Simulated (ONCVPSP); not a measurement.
**Ba: ONCV pseudisation with PBE, scalar-relativistic reference atom.**

ONCVPSP 4.0.1 was run on this input:

```
# ATOM AND REFERENCE CONFIGURATION
# atsym  z   nc   nv     iexc    psfile
  Ba 56.00    9    3        4      upf
#
#   n    l    f
    1    0    2.00
    2    0    2.00
    2    1    6.00
    3    0    2.00
    3    1    6.00
    3    2   10.00
    4    0    2.00
    4    1    6.00
    4    2   10.00
    5    0    2.00
    5    1    6.00
    6    0    2.00
#
# PSEUDOPOTENTIAL AND OPTIMIZATION
# lmax
    2
#
#   l,   rc,      ep,       ncon, nbas, qcut
    0    2.85    0.00    4    8    4.00
    1    2.40    0.00    4    9    6.00
    2    2.20    0.29    4    7    4.30
#
# LOCAL POTENTIAL
# lloc, lpopt,  rc(5),   dvloc0
    4    5    1.80    1.00
#
# VANDERBILT-KLEINMAN-BYLANDER PROJECTORs
# l, nproj, debl
    0    2    2.30
    1    2    0.90
    2    2    3.40
#
# MODEL CORE CHARGE
# icmod, fcfact, rcfact
    3    1.75    1.65
#
# LOG DERIVATIVE ANALYSIS
# epsh1, epsh2, depsh
   -3.00    5.00    0.02
#
# OUTPUT GRID
# rlmax, drl
    6.00    0.01
#
# TEST CONFIGURATIONS
# ncnf
    4
# nvcnf
#   n    l    f
    3
    5    0    2.00
    5    1    6.00
    6    0    1.00
#
    3
    5    0    2.00
    5    1    6.00
    6    0    0.00
#
    3
    5    0    2.00
    5    1    6.00
    6    0    1.50
#
    4
    5    0    2.00
    5    1    6.00
    6    0    0.00
    5    2    1.00
#
```

Command:

```bash
oncvpsp.x < Ba.dat > Ba.out
```

Output (shortened: citation, most of the input echo, consistency checks and plot data are left out):

```
ONCVPSP  (Optimized Norm-Conservinng Vanderbilt PSeudopotential)
scalar-relativistic version 4.0.1

#   n    l    f        energy (Ha)
    1    0    2.00    -1.3692926E+03
    2    0    2.00    -2.1642985E+02
    2    1    6.00    -1.9406844E+02
    3    0    2.00    -4.5685312E+01
    3    1    6.00    -3.8517490E+01
    3    2   10.00    -2.8110433E+01
    4    0    2.00    -8.9632007E+00
    4    1    6.00    -6.6515333E+00
    4    2   10.00    -3.2957254E+00
    5    0    2.00    -1.2375175E+00
    5    1    6.00    -6.8855370E-01
    6    0    2.00    -1.1870029E-01

Reference configufation results
  iterations    27
  all-electron total energy (Ha)   -8.13556470D+03

Begin loop to  construct optimized pseudo wave functions
and semi-local pseudopoentials for all angular momenta

Calculating optimized projector #   1

 for l=   0

    Fraction of norm inside rc  0.972280
    Optimizing pswf for qcut=   4.00 a_B^-1,  ecut=   8.01 Ha
    Residual kinetic energy error=  6.08D-06 Ha

    Energy error per electron        Cutoff
         Ha          eV             Ha
         0.01000     0.27211        1.85
         0.00100     0.02721        5.04
         0.00010     0.00272        6.55
         0.00001     0.00027        7.74

Calculating optimized projector #   2

 for l=   0

    Fraction of norm inside rc  0.087524
    Optimizing pswf for qcut=   4.00 a_B^-1,  ecut=   8.01 Ha
    Residual kinetic energy error=  1.06D-05 Ha

    Energy error per electron        Cutoff
         Ha          eV             Ha
         0.01000     0.27211        1.52
         0.00100     0.02721        4.79
         0.00010     0.00272        6.62
         0.00001     0.00027        8.20

   Wellstate for l =  1  n =  6
     eigenvalue =   0.2114
     asymptotic potential =   0.7114
     half-point radius =  4.9608

Calculating optimized projector #   1

 for l=   1

    Fraction of norm inside rc  0.788761
    Optimizing pswf for qcut=   6.00 a_B^-1,  ecut=  17.99 Ha
    Residual kinetic energy error=  1.52D-07 Ha

    Energy error per electron        Cutoff
         Ha          eV             Ha
         0.01000     0.27211        6.67
         0.00100     0.02721       10.69
         0.00010     0.00272       13.16
         0.00001     0.00027       15.26

Calculating optimized projector #   2

 for l=   1

    Fraction of norm inside rc  0.121788
    Optimizing pswf for qcut=   6.00 a_B^-1,  ecut=  17.99 Ha
    Residual kinetic energy error=  2.81D-07 Ha

    Energy error per electron        Cutoff
         Ha          eV             Ha
         0.01000     0.27211        4.07
         0.00100     0.02721       10.42
         0.00010     0.00272       13.24
         0.00001     0.00027       15.50

WARNING wellstate: moderately localized bound state found for n= 5 l=  2
WARNING scattering state with energy  0.05000000
WARNING will be used for the first projector

   Wellstate for l =  2  n =  6
     eigenvalue =   0.0500
     asymptotic potential =   0.5500
     half-point radius = 23.6336

   Wellstate for l =  2  n =  7
     eigenvalue =   3.4500
     asymptotic potential =   3.9500
     half-point radius =  3.4441

Calculating optimized projector #   1

 for l=   2

    Fraction of norm inside rc  0.048099
    Optimizing pswf for qcut=   4.30 a_B^-1,  ecut=   9.26 Ha
    Residual kinetic energy error=  4.75D-06 Ha

    Energy error per electron        Cutoff
         Ha          eV             Ha
         0.01000     0.27211        2.46
         0.00100     0.02721        4.03
         0.00010     0.00272        5.34
         0.00001     0.00027        7.25

Calculating optimized projector #   2

 for l=   2

    Fraction of norm inside rc  0.170350
    Optimizing pswf for qcut=   4.30 a_B^-1,  ecut=   9.26 Ha
    Residual kinetic energy error=  3.76D-03 Ha

    Energy error per electron        Cutoff
         Ha          eV             Ha
         0.01000     0.27211        7.45
         0.00100     0.02721       11.37
         0.00010     0.00272       18.51
         0.00001     0.00027       36.70

Construct Vanderbilt / Kleinmman-Bylander projectors

B matrix Hermiticity error, ll=   0
   1   2    6.1980E-05

  Orthonormal projector coefficients  3.8360E+00  6.5154E-01

B matrix Hermiticity error, ll=   1
   1   2    6.9015E-05

  Orthonormal projector coefficients  3.7932E+00  4.5106E-01

B matrix Hermiticity error, ll=   2
   1   2    8.4985E-05

  Orthonormal projector coefficients  2.3620E+00  4.4768E-01

Model core correction analysis
  based on d2Exc/dn_idn_j

d2excae - all-electron derivatives

   -2.590039D-02   -2.247017D-02   -1.650235D-03
   -2.247010D-02   -2.272151D-02   -2.732857D-03
   -1.649653D-03   -2.731779D-03   -2.468986D-02

d2excps - pseudofunction derivatives with no core correction

   -3.720362D-02   -2.473807D-02   -2.851134D-03
   -2.473820D-02   -2.490793D-02   -2.982529D-03
   -2.851750D-03   -2.981474D-03   -2.480703D-02

rms 2nd derivative error    4.025705E-03

rmatch, rhocmatch    1.2740    2.6823

Teter function model core charge with specified parameters

d2excps - pseudofunction derivatives with core correction

   -2.539084D-02   -1.975548D-02   -1.945286D-03
   -1.975535D-02   -2.129418D-02   -2.687414D-03
   -1.944764D-03   -2.686349D-03   -2.464008D-02

rms 2nd derivative error    1.383116E-03

Pseudoatom total energy  -25.961440

Diagnostic tests using Vanderbilt-Kleinman-Bylander pseudopotentials
  1 or more projectors used as specified by nproj input data

   l    rcore       rmatch      e in        delta e   norm test  slope test

   0   2.8569532   2.9436965  -1.2375175   0.0000004   1.0000885   1.0000816
   0   2.8569532   2.9436965  -0.1187003   0.0000004   1.0000139   1.0000113

   1   2.4019374   2.4748654  -0.6885537  -0.0000014   1.0000645   1.0000715
   1   2.4019374   2.4748654   0.2114463   0.0000024   1.0001730   1.0001730

   2   2.2089707   2.2760398   0.0500000   0.0000038   1.0000716   1.0000716
   2   2.2089707   2.2760398   3.4500000   0.0000723   1.0002256   1.0002256

 Testing for bound ghosts
   n   l    E NL Schr. Eq   E Basis Diag.   E Cutoff

   1   0       -1.237517       -1.237516     32.48
   2   0       -0.118700       -0.107878     32.48

   2   1       -0.688555       -0.688533     68.59

   3   2       -0.074203       -0.056410     52.66

 Testing for highly-localized positive-energy ghosts
       l    <radius>/rc     E Basis Diag.   E Cutoff

       0        0.862853        1.969878     32.48  WARNING - GHOST(+)

Test configuration 0

   n   l     f        eae           eps        diff
   1   0  2.0000-1369.29264064
   2   0  2.0000 -216.42985192
   2   1  6.0000 -194.06843521
   3   0  2.0000  -45.68531165
   3   1  6.0000  -38.51749017
   3   2 10.0000  -28.11043303
   4   0  2.0000   -8.96320065
   4   1  6.0000   -6.65153335
   4   2 10.0000   -3.29572544
   5   0  2.0000   -1.23751751   -1.23751708    4.30D-07
   5   1  6.0000   -0.68855370   -0.68855514   -1.44D-06
   6   0  2.0000   -0.11870029   -0.11869985    4.41D-07

    Total energies and differences
      AE_ref= -8.13556470D+03  AE_tst= -8.13556470D+03  dif=  0.00D+00
      PS_ref= -2.59614404D+01  PS_tst= -2.59614404D+01  dif= -1.42D-14
      PSP excitation error=  1.42D-14

Test configuration 1

   n   l     f        eae           eps        diff
   1   0  2.0000-1369.50398918
   2   0  2.0000 -216.64096746
   2   1  6.0000 -194.27955283
   3   0  2.0000  -45.89629567
   3   1  6.0000  -38.72847327
   3   2 10.0000  -28.32143240
   4   0  2.0000   -9.17372085
   4   1  6.0000   -6.86197691
   4   2 10.0000   -3.50598332
   5   0  2.0000   -1.44575548   -1.44634674   -5.91D-04
   5   1  6.0000   -0.89524465   -0.89525494   -1.03D-05
   6   0  1.0000   -0.27872394   -0.27882519   -1.01D-04

    Total energies and differences
      AE_ref= -8.13556470D+03  AE_tst= -8.13536764D+03  dif=  1.97D-01
      PS_ref= -2.59614404D+01  PS_tst= -2.57643268D+01  dif=  1.97D-01
      PSP excitation error= -5.49D-05

Test configuration 2

   n   l     f        eae           eps        diff
   1   0  2.0000-1369.75439333
   2   0  2.0000 -216.89093282
   2   1  6.0000 -194.52951872
   3   0  2.0000  -46.14601288
   3   1  6.0000  -38.97818831
   3   2 10.0000  -28.57117975
   4   0  2.0000   -9.42254091
   4   1  6.0000   -7.11064805
   4   2 10.0000   -3.75430092
   5   0  2.0000   -1.68980461   -1.69185102   -2.05D-03
   5   1  6.0000   -1.13581909   -1.13614107   -3.22D-04

    Total energies and differences
      AE_ref= -8.13556470D+03  AE_tst= -8.13500083D+03  dif=  5.64D-01
      PS_ref= -2.59614404D+01  PS_tst= -2.53971725D+01  dif=  5.64D-01
      PSP excitation error= -4.02D-04

Test configuration 3

   n   l     f        eae           eps        diff
   1   0  2.0000-1369.39297433
   2   0  2.0000 -216.53009471
   2   1  6.0000 -194.16867885
   3   0  2.0000  -45.78550340
   3   1  6.0000  -38.61768157
   3   2 10.0000  -28.21063070
   4   0  2.0000   -9.06321213
   4   1  6.0000   -6.75151500
   4   2 10.0000   -3.39563435
   5   0  2.0000   -1.33665232   -1.33686829   -2.16D-04
   5   1  6.0000   -0.78710384   -0.78709363    1.02D-05
   6   0  1.5000   -0.19627931   -0.19630324   -2.39D-05

    Total energies and differences
      AE_ref= -8.13556470D+03  AE_tst= -8.13548619D+03  dif=  7.85D-02
      PS_ref= -2.59614404D+01  PS_tst= -2.58829192D+01  dif=  7.85D-02
      PSP excitation error= -1.32D-05

Test configuration 4

   n   l     f        eae           eps        diff
   1   0  2.0000-1369.43661499
   2   0  2.0000 -216.57023041
   2   1  6.0000 -194.20900300
   3   0  2.0000  -45.82619098
   3   1  6.0000  -38.65837417
   3   2 10.0000  -28.25107730
   4   0  2.0000   -9.10432949
   4   1  6.0000   -6.79256686
   4   2 10.0000   -3.43631702
   5   0  2.0000   -1.37881229   -1.38183294   -3.02D-03
   5   1  6.0000   -0.83351152   -0.83374370   -2.32D-04
   5   2  1.0000   -0.21747978   -0.21714034    3.39D-04

    Total energies and differences
      AE_ref= -8.13556470D+03  AE_tst= -8.13534259D+03  dif=  2.22D-01
      PS_ref= -2.59614404D+01  PS_tst= -2.57386845D+01  dif=  2.23D-01
      PSP excitation error= -6.47D-04
```

The run took about 3.6 s on one core of a shared server CPU.
